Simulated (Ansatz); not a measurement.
Geometry optimisation, RKS PBE0-D4/def2-SVP (Ansatz 0.2.0).

input.yaml

```yaml
crystal:
  periodic: [false, false, false]
  atoms:
    - { symbol: Si, position_ang: [-0.713172, -1.087256, 0.11493] }
    - { symbol: O, position_ang: [1.868177, 0.504223, 0.601762] }
    - { symbol: H, position_ang: [-2.053315, -1.738151, -0.025559] }
    - { symbol: H, position_ang: [-0.095941, -1.66629, 1.346619] }
    - { symbol: Si, position_ang: [-0.881585, 1.254514, 0.156037] }
    - { symbol: H, position_ang: [2.072548, -0.094716, -0.131992] }
    - { symbol: S, position_ang: [0.525945, -1.732791, -1.540012] }
    - { symbol: H, position_ang: [2.003235, -0.038652, 1.387493] }
    - { symbol: H, position_ang: [-0.035192, 1.852976, -0.918166] }
    - { symbol: H, position_ang: [-2.305775, 1.594558, -0.173378] }
    - { symbol: H, position_ang: [-0.581499, 1.829311, 1.496403] }
    - { symbol: H, position_ang: [0.196473, -0.677825, -2.314238] }
basis:
  gaussian: { orbitals: def2-SVP }
hamiltonian:
  xc: pbe0
  dispersion: d4
relax:
  f_tol: 0.03
  max_steps: 50
output:
  orbitals: {}
```

Command:

```bash
$ ansatz run input.yaml --threads 2 --pin off --max-ram 3072MiB --backend cpu --events-out ev --progress --plain --runs-dir out
```

Where does it end, and by what steps?

It converged. The force dipped under the threshold on the way, but the program's further checks kept it going. After 8 steps the energy has fallen by 0.028 eV; H12 moved furthest, 0.21 Å.

```csv
step,energy less start (eV),largest force component (eV/Å),accepted
0,0.0000,0.209,yes
1,0.0010,0.763,no
2,-0.0151,0.297,yes
3,-0.0224,0.054,yes
4,-0.0173,0.361,no
5,-0.0248,0.045,yes
6,-0.0252,0.259,yes
7,-0.0278,0.021,yes
8,-0.0281,0.016,yes
```

```xyz
12
Properties=species:S:1:pos:R:3
Si -0.748 -1.069 0.092
O 1.878 0.534 0.565
H -2.078 -1.696 -0.189
H -0.221 -1.683 1.348
Si -0.898 1.275 0.193
H 1.964 -0.114 -0.153
S 0.674 -1.736 -1.422
H 2.124 0.036 1.352
H -0.109 1.893 -0.912
H -2.338 1.636 -0.030
H -0.503 1.799 1.530
H 0.255 -0.875 -2.375
```

The run took 19 s on 2 threads of Intel(R) Xeon(R) Platinum 8488C (Sapphire Rapids), with other jobs on the host, peak memory 0.26 GiB.
